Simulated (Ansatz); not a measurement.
`[InH2][C]1=NC1` + `[SiH3]N[SiH3]` → `[SiH3][N]([SiH3])[InH2]` + `C1=NC1` at 400 K and 1 bar (ligand exchange at the In–C bond).

Computed with Ansatz on PBE0-D4/def2-TZVP structures; ΔE is electronic, products minus reactants. CCSD(T)/CBS adds triple-zeta CCSD(T) − MP2 to the extrapolated MP2 energy (def2 sets, frozen cores). This one scheme is used for every species. Elements past krypton have def2 core potentials. For In outer-core shells are correlated without core-valence functions, which leaves a few kJ/mol of doubt a bond.

```json
{"species": "`[InH2][C]1=NC1`", "CCSD(T)/CBS energy (Eh)": "-322.91122", "H − E (kJ/mol)": "151.5", "S (J/(mol·K))": "361.7"}
{"species": "`[SiH3]N[SiH3]`", "CCSD(T)/CBS energy (Eh)": "-637.10515", "H − E (kJ/mol)": "203.4", "S (J/(mol·K))": "366.7"}
{"species": "`[SiH3][N]([SiH3])[InH2]`", "CCSD(T)/CBS energy (Eh)": "-827.51128", "H − E (kJ/mol)": "219.7", "S (J/(mol·K))": "444.2"}
{"species": "`C1=NC1`", "CCSD(T)/CBS energy (Eh)": "-132.51911", "H − E (kJ/mol)": "134.8", "S (J/(mol·K))": "260.4"}
```

H − E and S are ideal-gas, rigid-rotor, harmonic terms from PBE0-D4/def2-TZVP. 1 Eh = 2625.50 kJ/mol, R = 8.31446 J/(mol·K).

Problem. By hand: ΔE, ΔH, ΔS and ΔG.

Solution. ΔE = (-827.51128) + (-132.51911) − (-322.91122) − (-637.10515) = -0.01402 Eh = -36.8 kJ/mol. Δ(H − E) = 219.7 + 134.8 − 151.5 − 203.4 = -0.4, so ΔH = -37.2 kJ/mol. ΔS = 444.2 + 260.4 − 361.7 − 366.7 = -23.8 J/(mol·K). ΔG = -37.2 − 400 × (-23.8)/1000 = -27.7 kJ/mol.

Problem. By hand: the equilibrium constant, and the temperature at which ΔG would vanish if ΔH and ΔS stayed fixed.

Solution. log₁₀ K = −ΔG/(RT ln 10) = 3.6. ΔG = 0 at ΔH/ΔS = 1563 K.

ΔH outweighs TΔS. A doubt of 5 kJ/mol in ΔE shifts log₁₀ K by 0.7 here. Modes under 60 cm⁻¹, often nearly free rotors, make the harmonic entropy too high. These are equilibria of isolated gas molecules and say nothing of rates. Largest T1 diagnostic: 0.015 (customary marks: 0.02 for closed shells, 0.045 for open ones).
